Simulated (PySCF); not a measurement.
# What a mistake does to a calculation on Al2H5NSi

Calculated results; nothing here was measured. The program is PySCF 2.14.0, an open-source quantum chemistry code, run on an isolated molecule that a program drew, which may never have been made. The molecule is Al2H5NSi (charge 0, singlet), drawn as the SMILES string `[AlH2][AlH][N]=[SiH2]`.

Each row is a Hartree-Fock (HF) and frozen-core CCSD(T) single point in the cc-pV(D+d)Z basis, meant for a local HF minimum. Run 1 is clean. Each other run has one planted mistake out of seven kinds, and not every kind appears here: one electron removed, one electron added, multiplicity raised by two, geometry at a saddle point, minimal basis STO-3G, one bond length entered in bohr, all coordinates scaled. The reference is restricted for singlets and unrestricted otherwise, and also for a bond in bohr. Adding or removing an electron swaps singlet and doublet. Electrons count all cores. HOMO and LUMO are orbital energies over both spins, the gradient is its largest component, and the lowest frequency (negative if imaginary) is given only where the gradient is small. Bond lengths are over the 8 bonds as drawn. T1 is the CCSD diagnostic: over 0.02 (restricted) or 0.045 (unrestricted) a single reference is doubtful.

Geometry of the clean run:
```xyz
9
Al2H5NSi, angstrom
Al   -1.9428   -2.2609   -1.1259
Al   -1.0558    0.1893   -1.4118
N     0.3362    0.7232   -0.4750
Si    1.5681    1.2190    0.3444
H    -1.4084   -3.4796   -2.0029
H    -3.0412   -2.6597   -0.0423
H    -1.7193    1.2419   -2.4052
H     2.9711    1.1083   -0.0971
H     1.4936    1.8498    1.6755
```

| run | electrons | basis functions | <S^2> | HOMO (eV) | LUMO (eV) | gradient (hartree/bohr) | lowest frequency (cm^-1) | mean bond (Å) | longest bond (Å) | T1 | HF (hartree) | CCSD(T) (hartree) | mistake |
|---|---|---|---|---|---|---|---|---|---|---|---|---|---|
| 1 | 52 | 108 | 0.000 | -8.55 | 0.97 | 1.3e-06 | 46 | 1.7090 | 2.621 | 0.0191 | -830.11865 | -830.56945 | no fault |
| 2 | 52 | 37 | 0.000 | -5.04 | 8.02 | 3.4e-02 | - | 1.7090 | 2.621 | 0.0173 | -820.17760 | -820.40992 | minimal basis STO-3G |
| 3 | 52 | 108 | 2.013 | -5.67 | -0.93 | 3.6e-02 | - | 1.7090 | 2.621 | 0.0242 | -830.02286 | -830.46386 | multiplicity raised by two |
| 4 | 52 | 108 | 0.970 | -7.47 | 0.70 | 3.1e-03 | - | 2.0005 | 4.954 | 0.0224 | -830.04895 | -830.47638 | one bond length entered in bohr |
| 5 | 52 | 108 | 0.000 | -8.54 | 1.14 | 9.4e-02 | - | 1.5825 | 2.427 | 0.0166 | -830.06003 | -830.50128 | ? |

**Which mistake was planted in run 5, and what did it cost?**

The mean and the longest bond both change by the same factor, 0.926, and the gradient is no longer small. So the mistake is: all coordinates scaled. Subtracting run 1 and multiplying by 627.51 kcal/mol a hartree, the energy moved by 36.8 kcal/mol in HF and 42.8 kcal/mol in CCSD(T).

